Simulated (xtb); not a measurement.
xtb input (GFN2-xTB):

```bash
xtb mol.xyz --gfn 2 --sp --chrg 1 --uhf 0
```
mol.xyz:
```
3

Y      0.81365442    -0.01054035    -0.00182039
I     -0.27710271     2.00525149    -1.63780038
I     -0.32162412    -1.99749539     1.63913991
```

End of the output:

```
         :::::::::::::::::::::::::::::::::::::::::::::::::::::
         ::                     SUMMARY                     ::
         :::::::::::::::::::::::::::::::::::::::::::::::::::::
         :: total energy              -8.488767549451 Eh    ::
         :: gradient norm              0.013702055852 Eh/a0 ::
         :: HOMO-LUMO gap              0.610495143536 eV    ::
         ::.................................................::
         :: SCC energy                -8.501219663198 Eh    ::
         :: -> isotropic ES            0.114169991749 Eh    ::
         :: -> anisotropic ES          0.009037290767 Eh    ::
         :: -> anisotropic XC         -0.007906426570 Eh    ::
         :: -> dispersion             -0.003088716563 Eh    ::
         :: repulsion energy           0.012452113747 Eh    ::
         :: add. restraining           0.000000000000 Eh    ::
         :: total charge               0.999999999650 e     ::
         :::::::::::::::::::::::::::::::::::::::::::::::::::::

           -------------------------------------------------
          |                Property Printout                |
           -------------------------------------------------

    * Orbital Energies and Occupations

         #    Occupation            Energy/Eh            Energy/eV
      -------------------------------------------------------------
         1        2.0000           -1.0023182             -27.2745
         2        2.0000           -0.9886274             -26.9019
         3        2.0000           -0.8221442             -22.3717
         4        2.0000           -0.6604359             -17.9714
         5        2.0000           -0.6542789             -17.8038
         6        2.0000           -0.6504571             -17.6998
         7        2.0000           -0.6341899             -17.2572
         8        2.0000           -0.6340675             -17.2539 (HOMO)
         9        0.0000           -0.6116322             -16.6434 (LUMO)
        10        0.0000           -0.6112079             -16.6318
        11        0.0000           -0.6100748             -16.6010
        12        0.0000           -0.6096182             -16.5886
        13        0.0000           -0.6081833             -16.5495
        14                         -0.5141775             -13.9915
        15                         -0.2755541              -7.4982
        16                         -0.2408843              -6.5548
        17                         -0.2325493              -6.3280
        18                         -0.2221823              -6.0459
        19                         -0.2187256              -5.9518
       ...                                ...                  ...
        27                          1.3481381              36.6847
      -------------------------------------------------------------
                  HL-Gap            0.0224353 Eh            0.6105 eV
             Fermi-level           -0.6228748 Eh          -16.9493 eV

     #   Z          covCN         q      C6AA      α(0)
     1  39 Y        1.560     0.658  1010.500   113.342
     2  53 I        0.780     0.171   359.180    32.718
     3  53 I        0.780     0.171   359.180    32.718

 Mol. C6AA /au·bohr⁶  :       4589.722783
 Mol. C8AA /au·bohr⁸  :     608153.519659
 Mol. α(0) /au        :        178.777879

Wiberg/Mayer (AO) data.
largest (>0.10) Wiberg bond orders for each atom

 ---------------------------------------------------------------------------
     #   Z sym  total        # sym  WBO       # sym  WBO       # sym  WBO
 ---------------------------------------------------------------------------
     1  39 Y    2.316 --     2 I    1.158     3 I    1.158
     2  53 I    1.611 --     1 Y    1.158     3 I    0.453
     3  53 I    1.611 --     1 Y    1.158     2 I    0.453
 ---------------------------------------------------------------------------

Topologies differ in total number of bonds
Writing topology from bond orders to xtbtopo.mol

molecular dipole:
Note: The following floating-point exceptions are signalling: IEEE_DENORMAL
normal termination of xtb
                 x           y           z       tot (Debye)
 q only:        0.819      -0.011      -0.002
   full:        2.480      -0.032      -0.006       6.304
molecular quadrupole (traceless):
                xx          xy          yy          xz          yz          zz
 q only:       -2.416       0.049       2.417      -0.072      -6.002      -0.001
  q+dip:        7.315      -0.145      -4.944       0.061       6.388      -2.371
   full:        8.590      -0.170      -6.182       0.097       9.372      -2.407

           -------------------------------------------------
          | TOTAL ENERGY               -8.488767549451 Eh   |
          | GRADIENT NORM               0.013702055852 Eh/α |
          | HOMO-LUMO GAP               0.610495143536 eV   |
           -------------------------------------------------

------------------------------------------------------------------------
------------------------------------------------------------------------
 total:
 SCF:
```

This state (charge 1, singlet) is run at the relaxed geometry of the species with charge 0 and multiplicity 2.
